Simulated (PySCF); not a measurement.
C3H10SSi.
SMILES: `CCCS[SiH3]`

Theory: PySCF, TDDFT PBE0/def2-SVPD, vertical, gas phase, core orbitals frozen in the response. One conformer (not necessarily the lowest) at the PBE0-D3(BJ)/def2-SVP geometry, without solvent, vibrations or thermal averaging. Torsions of this conformer, `[CH3:1][CH2:2][CH2:3][S:4][SiH3:5]`: C1–C2–C3–S4 60°, C2–C3–S4–Si5 68°.

```tsv
state	E (eV)	E (kJ/mol)	λ (nm)	f	main configurations (H = HOMO, L = LUMO)
S1	5.59	539	221.9	0.0086	H→L (88%), H→L+1 (8%)
S2	5.97	576	207.7	0.0090	H→L+1 (89%), H→L (9%)
S3	6.38	616	194.2	0.0071	H→L+2 (97%)
S4	6.87	663	180.5	0.0049	H→L+3 (60%), H→L+4 (34%)
S5	7.03	678	176.4	0.0049	H→L+5 (78%), H-1→L (12%)
S6	7.08	683	175.2	0.018	H→L+4 (57%), H→L+3 (33%)
```

The lowest singlet lies at 5.59 eV (222 nm, ultraviolet) and is weak; its leading configuration is HOMO→LUMO (88%). The most intense listed level is S6 at 7.08 eV (175 nm, f = 0.018), 1.49 eV above S1. It is the last of those listed, so stronger ones may follow. Löwdin shares by element: HOMO sulfur 68%, silicon 10%, carbon 9% or more; LUMO sulfur 32%, silicon 28%, hydrogen 20% or more (atoms not listed hold the other 20%). The oscillator strengths of these states sum to 0.053; summed over the whole spectrum of an exact calculation they would give the number of electrons, 58 (Thomas–Reiche–Kuhn). The listed states span 1.49 eV, and the widest gap between neighbours is 0.49 eV (S3 to S4). Orbital energies (eV): HOMO-3 -9.77, HOMO-2 -9.32, HOMO-1 -8.52, HOMO -6.92, LUMO 0.12, LUMO+1 0.44, LUMO+2 0.51. Singlets were solved by full linear response.
